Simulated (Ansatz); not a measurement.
A ladder of methods for CH3In (SMILES C[In])

The species is CH3In (5 atoms), meant as a singlet with charge 0. As SMILES, `C[In]`. Geometry: optimised at wB97X-V/def2-SVP.

Each level gives the adiabatic electron affinity (to the doublet anion, shapes relaxed at wB97X-V/def2-SVP, no zero-point term) (eV). The values are calculated.

The electron affinity is E(neutral) − E(anion): positive where the electron is bound.

```csv
level,kind,program,value (eV),CPU time (all runs)
BLYP/def2-TZVPP (core potential),GGA,Ansatz,-0.14,41 s
r2SCAN/def2-TZVPP (core potential),meta-GGA,Ansatz,0.04,50 s
PBE0-D4/def2-TZVPP (core potential),global hybrid,Ansatz,-0.01,31 s
CAM-B3LYP/def2-TZVPP (core potential),range-separated hybrid,Ansatz,-0.06,31 s
wB97M-V/def2-TZVPP (core potential),range-separated hybrid,Ansatz,-0.13,74 s
B2PLYP/def2-TZVPP (core potential),double hybrid,Ansatz,-0.14,47 s
RPA@PBE/def2-TZVPP (core potential),RPA,Ansatz,0.08,60 s
MP2/def2-TZVPP (core potential),perturbation theory,Ansatz,-0.21,25 s
```

Spin-orbit coupling, which can split open shells on such heavy atoms by tenths of an eV, is left out. The values span -0.21 to 0.08 eV. In the correlated wave-function rows the outer d shell of In is correlated, in sets not made for it. Negative values mean that the anion is unbound at that level; they are set by how diffuse the basis is and aren't properties of the molecule. Times are those of the runs behind each value, whatever else they computed, on shared processors of several kinds: orders of magnitude only.
